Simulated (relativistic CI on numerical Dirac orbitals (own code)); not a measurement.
**Ta³⁺: 5p photoemission**

Computed with this model: Dirac-Coulomb-Breit CI, KLI orbitals optimised for each configuration, QED by a radiative potential, valence Slater integrals scaled by 0.9, multiplet model of photoemission in the sudden approximation; configurations [Xe] 4f14 5d2 → [Kr] 4d10 4f14 5s2 5p5 5d2; 300 K; Lorentzian 1.5 eV and Gaussian 0.6 eV FWHM. Energies are those of the free ion, without screening or charge transfer. The energies are binding energies and can lie tens of eV above those of solids. S is read from ⟨S²⟩ = S(S + 1).

Field parameters in Wybourne normalisation: D4h B²₀ = −7Ds, B⁴₀ = 21(Dq − Dt), B⁴₄ = 21√(5/14) Dq; Oh B⁴₀ = 21Dq, B⁴₄ = √(5/14) B⁴₀; Td as Oh with Dq negative (B⁴₀ = 21Dq, B⁴₄ = √(5/14) B⁴₀). The field is a parameter set, without covalency.

free ion: ground-state S = 0.96, centroid 74.34 eV. Peaks (eV, height): 70.6 (100), 75.4 (24), 77.2 (17), 81.6 (37), 87.6 (25).

Td, 10Dq = -10600 cm⁻¹: ground-state S = 0.99, centroid 74.45 eV. Peaks (eV, height): 69.6 (100), 70.6 (100), 76.6 (23), 80.6 (46), 86.8 (14), 88.0 (13).

D4h, 10Dq = 25250, Ds = 2520, Dt = 1070 cm⁻¹: ground-state S = 0.99, centroid 74.43 eV. Peaks (eV, height): 69.4 (89), 70.6 (100), 76.8 (24), 81.0 (40), 88.2 (15).

Oh, 10Dq = 44400 cm⁻¹: ground-state S = 0.99, centroid 74.46 eV. Peaks (eV, height): 70.4 (100), 79.2 (39), 81.6 (27), 83.6 (22), 90.0 (9).

Strongest unbroadened transitions for D4h, 10Dq = 25250, Ds = 2520, Dt = 1070 cm⁻¹:

```tsv
Energy (eV)	Relative strength
69.08	100.0
69.17	11.8
69.23	32.1
70.10	16.6
70.37	22.0
70.53	58.2
71.04	26.9
71.16	32.5
71.50	14.1
71.57	15.9
71.62	9.0
71.75	17.6
76.72	19.9
77.40	10.2
80.72	40.9
81.49	19.0
81.84	17.6
88.32	19.6
```
